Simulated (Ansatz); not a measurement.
# A basis-limit estimate, worked out

The pair of Cl⁻ (SMILES [Cl-], atom 1) and CH₄ (SMILES C, atoms 2–6), both closed shells, in one local arrangement (a lower one may exist), relaxed at PBE0-D4/def2-TZVPD:

```
6
angstrom
Cl 0.1032 -0.1564 -3.0925
C -0.0205 0.0311 0.6160
H -0.4712 0.9775 0.9231
H 0.0159 -0.0245 -0.4782
H -0.6182 -0.7945 1.0084
H 0.9908 -0.0332 1.0233
```

Both fragments are computed in the basis of the whole pair.

Computed with Ansatz 0.2.0 (basis: def2-TZVPPD and def2-QZVPPD); correlated methods freeze the cores.

Energies in eV:

| quantity | pair | first fragment | second fragment |
| --- | --- | --- | --- |
| Hartree–Fock, triple zeta (X = 3) | -13599.72423 | -12505.39446 | -1094.28489 |
| Hartree–Fock, quadruple zeta (X = 4) | -13600.10767 | -12505.71699 | -1094.34489 |
| MP2 correlation, X = 3 | -11.03801 | -5.56381 | -5.40117 |
| MP2 correlation, X = 4 | -11.90639 | -6.11388 | -5.71085 |
| CCSD(T) correlation, X = 3 | -12.43684 | -6.23718 | -6.12806 |

**Question.** Work out the interaction energy at the basis limit: extrapolate Hartree–Fock as E(X) = E∞ + A exp(−7.88 √X) and the MP2 correlation as E(X) = E∞ + B X^−2.97 (the exponents that Neese and Valeev fitted for def2-TZVPP and QZVPP, reused here for the diffuse sets), then add CCSD(T) − MP2 in triple zeta.

**Answer.** Each step is linear, so take the differences first (pair − first fragment − second fragment): Hartree–Fock -0.04488 (X = 3) and -0.04579 (X = 4); MP2 correlation -0.07303 and -0.08166; CCSD(T) correlation -0.07160.
Two points give E∞ = E(4) + w [E(4) − E(3)], with w = 1/(exp(7.88 (2 − √3)) − 1) = 0.1377 for Hartree–Fock and w = 1/((4/3)^2.97 − 1) = 0.7407 for the correlation.
Hartree–Fock: -0.04579 + 0.1377 × (-0.00091) = -0.0459 eV.
MP2 correlation: -0.08166 + 0.7407 × (-0.00863) = -0.0881 eV.
CCSD(T) − MP2: -0.07160 − (-0.07303) = 0.0014 eV.
Sum: -0.0459 + (-0.0881) + 0.0014 = -0.1326 eV, or -3.06 kcal/mol. Plain CCSD(T) in triple zeta gives -0.1165 eV, so the larger basis shifts the result by -0.0161 eV.

T1 diagnostic: at most 0.008.

For scale, one of the runs: CCSD(T)/def2-TZVPPD, 156 basis functions, launched by `ansatz run in.yaml --threads 2 --pin off --events-out ev --progress --plain --max-ram 5222MiB`. Hardware: 2 CPU threads of an Arm Neoverse V1, shared host. Wall time 12 s; peak host memory 1 GiB.
